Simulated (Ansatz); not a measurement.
Adding an electron: [Eu(H2O)6]3+ (EuO6H12³⁺). The state is a septet with charge 3. Geometry: r2SCAN-D4/def2-SVP. Ansatz, gas phase; energy differences of separate SCF runs; the reduced species is a octet (the sextet lies 3.09 eV higher at PBE0-D4/def2-TZVP).

| atom | x (Å) | y (Å) | z (Å) |
| --- | --- | --- | --- |
| Eu1 | -0.003 | -0.001 | -0.003 |
| O2 | 2.276 | -0.632 | 0.314 |
| H3 | 3.030 | -0.047 | 0.535 |
| H4 | 2.685 | -1.515 | 0.209 |
| O5 | -2.280 | 0.635 | -0.317 |
| H6 | -2.687 | 1.519 | -0.213 |
| H7 | -3.038 | 0.051 | -0.530 |
| O8 | 0.480 | 0.474 | -2.290 |
| H9 | 1.335 | 0.402 | -2.760 |
| H10 | -0.130 | 0.838 | -2.965 |
| O11 | -0.483 | -0.471 | 2.286 |
| H12 | 0.125 | -0.837 | 2.960 |
| H13 | -1.338 | -0.396 | 2.757 |
| O14 | 0.523 | 2.260 | 0.548 |
| H15 | 0.456 | 2.689 | 1.426 |
| H16 | 0.802 | 2.985 | -0.048 |
| O17 | -0.515 | -2.266 | -0.544 |
| H18 | -0.789 | -2.990 | 0.056 |
| H19 | -0.449 | -2.699 | -1.420 |

In the def2 sets Eu takes a core potential; there is no spin–orbit coupling. With an open 4f shell the SCF may have ended on a state above the lowest. No other spin state of charge 3 was run.

**Question.** Estimate orbital energies and vertical electron affinities at: PBE-D4/def2-TZVP; PBE0-D4/def2-TZVP; CAM-B3LYP-D4/def2-TZVP.

**Answer.** 
| level | −HOMO (eV) | −LUMO (eV) | vertical EA (eV) | HOMO–LUMO gap (eV) | remarks |
| --- | --- | --- | --- | --- | --- |
| PBE-D4/def2-TZVP | 20.45 | 20.18 | 15.21 | 0.27 | spin-contaminated (⟨S²⟩ 12.15) (+3 septet) |
| PBE0-D4/def2-TZVP | 22.65 | 18.48 | 15.11 | 4.18 | – |
| CAM-B3LYP-D4/def2-TZVP | 24.21 | 17.02 | 15.02 | 7.19 | – |

  HOMO and LUMO are the levels of the spin that leaves or enters (xTB has no such levels and no spin-polarisation term). Other spin states of the ions may lie lower, which would lower the ionisation energy or raise the affinity.
